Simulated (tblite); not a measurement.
Compound: C4H8F3PS.
Geometry (GFN2-xTB, Å), atoms numbered from 1 in this order:
```xyz
17
C4H8F3PS angstrom
C      2.0758   -0.8872    0.0792
C      1.1986    0.2936   -0.3165
P     -0.3872    0.2748    0.6319
C     -1.3441    1.7169    0.0264
S     -0.3058   -0.0084    2.5366
C     -1.3519   -1.0925   -0.2853
F     -1.2728   -0.9651   -1.6207
F     -0.9271   -2.3178    0.0161
F     -2.6477   -1.0169    0.0338
H      3.0578   -0.7995   -0.3797
H      1.6294   -1.8286   -0.2357
H      2.1985   -0.9137    1.1613
H      1.6856    1.2384   -0.0535
H      0.9829    0.2990   -1.3877
H     -0.8462    2.6189    0.3817
H     -2.3431    1.6729    0.4625
H     -1.4095    1.7273   -1.0604
```

Computed with GFN2-xTB (tblite): harmonic, unscaled wavenumbers at the GFN2-xTB geometry, gas phase. Errors from tens to a few hundred cm⁻¹ against measured bands are possible. One conformer, not necessarily the lowest.

Harmonic wavenumbers (cm⁻¹): 33.3, 69.1, 110.1, 133.4, 154.8, 157.4, 174.4, 193.3, 223.9, 244.5, 272.3, 350.4, 374.0, 467.9, 468.0, 607.6, 663.5, 716.9, 747.1, 787.4, 843.3, 870.1, 975.0, 1005.1, 1045.0, 1066.8, 1076.4, 1103.2, 1204.7, 1238.2, 1305.3, 1400.0, 1407.0, 1416.9, 1424.5, 1484.5, 1487.3, 2932.1, 2952.7, 2988.9, 2997.3, 3005.9, 3024.2, 3035.5, 3041.2.

A = 1318, B = 1031, C = 902.5 MHz; mass 176.004 u (most abundant isotopes); point group C1, symmetry number 1.

Task: Zero-point energy?

Result: ½Σν̃ = 25640 cm⁻¹ = 73.31 kcal/mol.

Task: Entropy at 298.15 K, 1 bar (ideal gas, RRHO, classical rotation)?

Result: Translation 41.43, rotation 29.95, vibration 37.29: S = 108.7 cal/(mol K).

Task: And Cp and H(298.15 K) − H(0)?

Result: Cp = 42.66 cal/(mol K), of which vibrations give 34.71 (their classical limit is 45 R = 89.4); H(298.15 K) − H(0) = 8.10 kcal/mol without the zero-point energy, 5.73 from vibrations.

Task: How do the functions run with temperature in this model?

Result: 
```json
{"T (K)": "150", "S (cal/(mol K))": "84.5", "Cp (cal/(mol K))": "28.8", "H − H(0) (kcal/mol)": "2.78", "G − H(0) (kcal/mol)": "-9.90", "ln q(vib)": "4.05"}
{"T (K)": "250", "S (cal/(mol K))": "101.5", "Cp (cal/(mol K))": "38.3", "H − H(0) (kcal/mol)": "6.14", "G − H(0) (kcal/mol)": "-19.24", "ln q(vib)": "7.51"}
{"T (K)": "400", "S (cal/(mol K))": "122.4", "Cp (cal/(mol K))": "51.0", "H − H(0) (kcal/mol)": "12.88", "G − H(0) (kcal/mol)": "-36.08", "ln q(vib)": "12.30"}
{"T (K)": "600", "S (cal/(mol K))": "145.5", "Cp (cal/(mol K))": "63.2", "H − H(0) (kcal/mol)": "24.38", "G − H(0) (kcal/mol)": "-62.95", "ln q(vib)": "18.08"}
{"T (K)": "900", "S (cal/(mol K))": "173.5", "Cp (cal/(mol K))": "74.4", "H − H(0) (kcal/mol)": "45.16", "G − H(0) (kcal/mol)": "-110.97", "ln q(vib)": "25.71"}
```

q(vib) and H(0) count from the zero-point level.

Task: What must be added to the electronic energy to get the Gibbs energy at 298.15 K and 1 bar?

Result: ZPE + [H(298.15 K) − H(0)] − T·S = 73.31 + 8.10 − 32.40 = 49.01 kcal/mol.

Task: Blend soft modes into free rotors: weight 1/[1 + (100 cm⁻¹/ν̃)⁴] for the oscillator and the rest for a rotor with moment μB/(μ + B), μ = h/(8π²ν), B = 10⁻⁴⁴ kg m². What vibrational entropy results?

Result: 34.53 cal/(mol K) in place of 37.29, which changes −T·S at 298.15 K by +0.82 kcal/mol.

Task: Which modes carry the vibrational entropy at 298.15 K?

Result: 33.3 cm⁻¹: 5.62; 69.1 cm⁻¹: 4.18; 110.1 cm⁻¹: 3.27; 133.4 cm⁻¹: 2.90; 154.8 cm⁻¹: 2.61; 157.4 cm⁻¹: 2.58 cal/(mol K); the other 39 give 16.13 together.

Hindered rotation and anharmonicity are outside this model. Other conformers, if any are populated, would add a mixing term that is left out. The structure is chiral; the term R ln 2 for an equal mix with its mirror image is left out.
